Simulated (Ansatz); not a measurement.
Compare A (`FC1C=C[SiH2]1`) with its isomer B (`F[SiH]1C=CC1`).

Isolated molecules relaxed with PBE0-D4/def2-TZVP in Ansatz; ΔE leaves out vibrations. CCSD(T)/CBS is the MP2 limit (def2-TZVPP, def2-QZVPP) plus CCSD(T) − MP2 in def2-TZVPP, frozen cores. Functionals use def2-TZVPP. B3LYP here is the variant with VWN-RPA as its local correlation; programs differ in this.

(1) Which is lower in electronic energy at CCSD(T)/CBS, and by how much? (An estimate is asked.)

(2) Give E(B) − E(A) in kJ/mol with PBE-D4, PBE0-D4, HF/def2-TZVPP, B2PLYP, MP2/def2-TZVPP, B3LYP, B3LYP-D4. (An estimate is asked.)

Largest T1 diagnostic: 0.012.

Results:

(1) Ansatz gave: B, by 243.3 kJ/mol.

(2) Computed: PBE-D4 -223.3, PBE0-D4 -231.6, HF/def2-TZVPP -241.5, B2PLYP -240.1, MP2/def2-TZVPP -252.5, B3LYP -232.4, B3LYP-D4 -232.0. None reverses the order clearly.

From PBE to PBE0 (25 % exact exchange), in def2-TZVPP and without D4, E(B) − E(A) moves by −8.3 kJ/mol.
